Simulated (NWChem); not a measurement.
Everything below was run with NWChem. System: H₆NSi₂, charge 0, spin multiplicity 2, at a geometry optimised with UB3LYP/def2-SVP. The structure started from a generated list of species. Its SCF solution wasn't tested for a lower state. Level: UHF/cc-pVDZ.

NWChem printed:

```
             Northwest Computational Chemistry Package (NWChem) 7.3.0
             --------------------------------------------------------

                                NWChem Input Module
                                -------------------

 Scaling coordinates for geometry "geometry" by  1.889725989
 (inverse scale =  0.529177249)

                             Geometry "geometry" -> ""
                             -------------------------

 Output coordinates in angstroms (scale by  1.889725989 to convert to a.u.)

  No.       Tag          Charge          X              Y              Z
 ---- ---------------- ---------- -------------- -------------- --------------
    1 Si                  14.0000     1.56407100    -0.39064700    -0.33488700
    2 N                    7.0000     0.16460500     0.56839400     0.10719500
    3 Si                  14.0000    -1.52733000     0.11771500     0.18853000
    4 H                    1.0000     1.29084800    -1.80345000     0.08239200
    5 H                    1.0000     2.76009400     0.14545100     0.39889600
    6 H                    1.0000     0.34466800     1.57142400     0.15265700
    7 H                    1.0000    -1.59027000    -1.36558500     0.29291200
    8 H                    1.0000    -2.30645400     0.54988200    -1.01208300
    9 H                    1.0000    -2.16550500     0.74458300     1.38385100

 Effective nuclear repulsion energy (a.u.)     145.5928964375

            Nuclear Dipole moment (a.u.)
            ----------------------------
        X                 Y               Z
 ---------------- ---------------- ----------------
    -0.0000188973     0.0000283459    -0.0000151178


 Summary of "ao basis" -> "" (spherical)
 ------------------------------------------------------------------------------
       Tag                 Description            Shells   Functions and Types
 ---------------- ------------------------------  ------  ---------------------
 *                          cc-pvdz                   on all atoms

 Summary of "ao basis" -> "ao basis" (spherical)
 ------------------------------------------------------------------------------
       Tag                 Description            Shells   Functions and Types
 ---------------- ------------------------------  ------  ---------------------
 Si                         cc-pvdz                  8       18   4s3p1d
 N                          cc-pvdz                  6       14   3s2p1d
[...]
              MO Center= -7.4D-01,  7.0D-02, -1.8D-01, r^2= 6.1D+00
   Bfn.  Coefficient  Atom+Function         Bfn.  Coefficient  Atom+Function
  ----- ------------  ---------------      ----- ------------  ---------------
    77     -1.257167  9 H  s                 44      1.225550  3 Si py
    57     -0.850460  5 H  s                 67      0.815143  7 H  s
    45      0.767254  3 Si pz                 4      0.499578  1 Si s
    11      0.473990  1 Si px                12      0.421456  1 Si py
    36      0.423114  3 Si s                 13      0.322439  1 Si pz

 center of mass
 --------------
 x =   0.04110480 y =   0.00409086 z =  -0.03194403

 moments of inertia (a.u.)
 ------------------
          90.070180120523          81.875988292873          79.642030050770
          81.875988292873         584.477631155253         -19.147369937918
          79.642030050770         -19.147369937918         620.905446552591

  Mulliken analysis of the total density
  --------------------------------------

    Atom       Charge   Shell Charges
 -----------   ------   -------------------------------------------------------
    1 Si  14    13.53   2.00  2.01  0.73  0.46  6.00  1.31  0.75  0.27
    2 N    7     7.65   2.00  0.72  0.77  2.39  1.76  0.01
    3 Si  14    13.34   2.00  2.01  0.71  0.31  6.00  1.38  0.59  0.34
    4 H    1     1.11   0.72  0.38  0.01
    5 H    1     1.12   0.72  0.39  0.01
    6 H    1     0.85   0.70  0.09  0.06
    7 H    1     1.12   0.73  0.38  0.01
    8 H    1     1.14   0.73  0.40  0.01
    9 H    1     1.13   0.73  0.39  0.01

  Mulliken analysis of the alpha density
  --------------------------------------

    Atom       Charge   Shell Charges
 -----------   ------   -------------------------------------------------------
    1 Si  14     7.18   1.00  1.01  0.40  0.30  3.00  0.82  0.51  0.14
    2 N    7     3.88   1.00  0.36  0.39  1.24  0.88  0.01
    3 Si  14     6.66   1.00  1.01  0.35  0.15  3.00  0.69  0.29  0.17
    4 H    1     0.57   0.37  0.19  0.01
    5 H    1     0.58   0.37  0.20  0.01
    6 H    1     0.42   0.35  0.04  0.03
    7 H    1     0.56   0.37  0.19  0.01
    8 H    1     0.57   0.37  0.20  0.01
    9 H    1     0.57   0.37  0.19  0.01

   Mulliken analysis of the beta density
   -------------------------------------

    Atom       Charge   Shell Charges
 -----------   ------   -------------------------------------------------------
    1 Si  14     6.35   1.00  1.01  0.33  0.15  3.00  0.50  0.23  0.13
    2 N    7     3.78   1.00  0.35  0.38  1.16  0.88  0.01
    3 Si  14     6.68   1.00  1.01  0.35  0.16  3.00  0.69  0.30  0.17
    4 H    1     0.54   0.35  0.18  0.01
    5 H    1     0.54   0.34  0.19  0.01
    6 H    1     0.43   0.35  0.05  0.03
    7 H    1     0.56   0.37  0.19  0.01
    8 H    1     0.57   0.37  0.20  0.01
    9 H    1     0.56   0.36  0.19  0.01

   Mulliken analysis of the spin density
   -------------------------------------

    Atom       Charge   Shell Charges
 -----------   ------   -------------------------------------------------------
    1 Si  14     0.84  -0.00 -0.00  0.07  0.15  0.00  0.32  0.28  0.01
    2 N    7     0.10   0.00  0.01  0.00  0.08  0.00  0.00
    3 Si  14    -0.01   0.00  0.00 -0.00 -0.00  0.00 -0.00 -0.01  0.00
    4 H    1     0.03   0.02  0.01  0.00
    5 H    1     0.05   0.03  0.02  0.00
    6 H    1    -0.01  -0.01 -0.00  0.00
    7 H    1    -0.00  -0.00  0.00 -0.00
    8 H    1    -0.00  -0.00  0.00 -0.00
    9 H    1     0.00   0.00  0.00 -0.00

       Multipole analysis of the density wrt the origin
       ------------------------------------------------

     L   x y z        total         alpha         beta         nuclear
     -   - - -        -----         -----         ----         -------
     0   0 0 0     -0.000000    -21.000000    -20.000000     41.000000

     1   1 0 0      0.015037     -1.550457      1.565513     -0.000019
     1   0 1 0      0.358857      0.505034     -0.146205      0.000028
     1   0 0 1     -0.080038      0.759995     -0.840018     -0.000015

     2   2 0 0    -28.021116   -179.002164   -166.978441    317.959489
     2   1 1 0      0.512599     23.761802     21.425009    -44.674212
     2   1 0 1     -0.372024     22.331926     16.967113    -39.671063
     2   0 2 0    -25.634122    -37.316916    -34.942901     46.625696
     2   0 1 1      0.185071     -5.440428     -4.344580      9.970080
     2   0 0 2    -28.338932    -26.721655    -20.767106     19.149829

 Task  times  cpu:        5.1s     wall:        5.1s

 Total times  cpu:        5.1s     wall:        5.1s
```

Write an NWChem input that would produce this output.

Several could match; the one computed here: 
```
start mol
memory heap 200 mb stack 900 mb global 1100 mb
geometry units angstroms nocenter noautoz noautosym
  Si     1.564071    -0.390647    -0.334887
  N      0.164605     0.568394     0.107195
  Si    -1.527330     0.117715     0.188530
  H      1.290848    -1.803450     0.082392
  H      2.760094     0.145451     0.398896
  H      0.344668     1.571424     0.152657
  H     -1.590270    -1.365585     0.292912
  H     -2.306454     0.549882    -1.012083
  H     -2.165505     0.744583     1.383851
end
basis spherical
  * library cc-pvdz
end
scf
  uhf
  nopen 1
  maxiter 100
  thresh 1e-7
  semidirect memsize 60000000 filesize 0
  # guess.movecs holds the orbitals of an unrestricted PBE0 run
  vectors input guess.movecs output mol.movecs
end
task scf energy
```
